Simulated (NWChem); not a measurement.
System: CdSiH4Se; SMILES [SiH3][Cd][SeH]

```xyz
7

Cd    -0.0102    -0.4271     0.0004
Se    -0.0259     2.0566    -0.0003
H      1.4471     2.0943     0.0004
Si    -0.0051    -2.9352    -0.0009
H      0.1950    -3.4777    -1.3821
H     -1.2992    -3.4781     0.5213
H      1.0956    -3.4682     0.8633
```
Atoms are numbered in this order, from 1.

Geometry: optimised at PBE0/def2-SVP. Not confirmed as a minimum by frequencies. def2 effective core potentials on Cd; no spin-orbit coupling.

Task: List the 4 lowest vertical singlet excitations from CAM-B3LYP/def2-SVPD with def2 effective core potentials on Cd, TDA (NWChem).

Result: 
```
state  energy (eV)  oscillator strength  leading excitation (squared amplitude)
-----  -----------  -------------------  --------------------------------------
S1            4.58                0.001                      HOMO → LUMO (0.95)
S2            4.75                0.036                    HOMO → LUMO+1 (0.90)
S3            5.05                0.010                    HOMO−1 → LUMO (0.80)
S4            5.14                0.005                    HOMO → LUMO+2 (0.64)
```
